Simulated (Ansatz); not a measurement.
Total energies of `C/C(F)=N/[SiH3]`.

Z-matrix (Å, degrees):
```
C
C 1 1.484
H 1 1.087 2 110.0
H 1 1.092 2 109.7 3 -121.2
H 1 1.092 2 109.7 3 121.2
F 2 1.363 1 109.8 3 180.0
N 2 1.237 1 127.8 3 -0.0
Si 7 1.734 2 131.3 1 180.0
H 8 1.487 7 115.1 2 0.2
H 8 1.484 7 107.0 2 121.6
H 8 1.484 7 107.0 2 -121.3
```

Charge 0, multiplicity 1. All single points use the PBE0-D4/def2-TZVP geometry. Basis def2-TZVPP, Ansatz.

RPA on PBE orbitals: Hartree–Fock energy of these orbitals -522.10911 Eh, correlation -1.47548 Eh (frozen core).

```tsv
functional	energy without D4 (Eh)	D4 term (kJ/mol)
LDA (SPW92)	-521.03749	–
LC-ωPBE	-523.79444	–
```

Task: Give the same for PBE, revPBE, BLYP, r2SCAN, B97M-V, PBE0, B3LYP, r2SCANh, r2SCAN0, HSE06 (plane-wave form), BHLYP, CAM-B3LYP, ωB97X-V, ωB97M-V, B2PLYP, PBE-QIDH. (Estimate.)

Result: Ansatz gave: 
```json
{"functional": "PBE", "energy without D4 (Eh)": "-523.60766", "D4 term (kJ/mol)": "-19.7"}
{"functional": "revPBE", "energy without D4 (Eh)": "-523.89124", "D4 term (kJ/mol)": "-65.1"}
{"functional": "BLYP", "energy without D4 (Eh)": "-523.96255", "D4 term (kJ/mol)": "-44.0"}
{"functional": "r2SCAN", "energy without D4 (Eh)": "-523.88176", "D4 term (kJ/mol)": "-5.0"}
{"functional": "B97M-V", "energy without D4 (Eh)": "-523.91120", "D4 term (kJ/mol)": "–"}
{"functional": "PBE0", "energy without D4 (Eh)": "-523.64740", "D4 term (kJ/mol)": "-16.6"}
{"functional": "B3LYP", "energy without D4 (Eh)": "-524.05653", "D4 term (kJ/mol)": "-31.6"}
{"functional": "r2SCANh", "energy without D4 (Eh)": "-523.86738", "D4 term (kJ/mol)": "-5.2"}
{"functional": "r2SCAN0", "energy without D4 (Eh)": "-523.84714", "D4 term (kJ/mol)": "-5.8"}
{"functional": "HSE06 (plane-wave form)", "energy without D4 (Eh)": "-523.62925", "D4 term (kJ/mol)": "-15.3"}
{"functional": "BHLYP", "energy without D4 (Eh)": "-523.91051", "D4 term (kJ/mol)": "-22.7"}
{"functional": "CAM-B3LYP", "energy without D4 (Eh)": "-523.94497", "D4 term (kJ/mol)": "-16.6"}
{"functional": "ωB97X-V", "energy without D4 (Eh)": "-523.90827", "D4 term (kJ/mol)": "–"}
{"functional": "ωB97M-V", "energy without D4 (Eh)": "-523.91984", "D4 term (kJ/mol)": "–"}
{"functional": "B2PLYP", "energy without D4 (Eh)": "-523.73912", "D4 term (kJ/mol)": "–"}
{"functional": "PBE-QIDH", "energy without D4 (Eh)": "-523.53012", "D4 term (kJ/mol)": "–"}
```

B3LYP takes the VWN-RPA correlation (the form of Gaussian; ORCA's B3LYP/G). HSE06 is the plane-wave form, built on full-range PBE exchange. The double hybrids freeze the cores in their second-order part.

LC-ωPBE has ω = 0.4 bohr⁻¹.
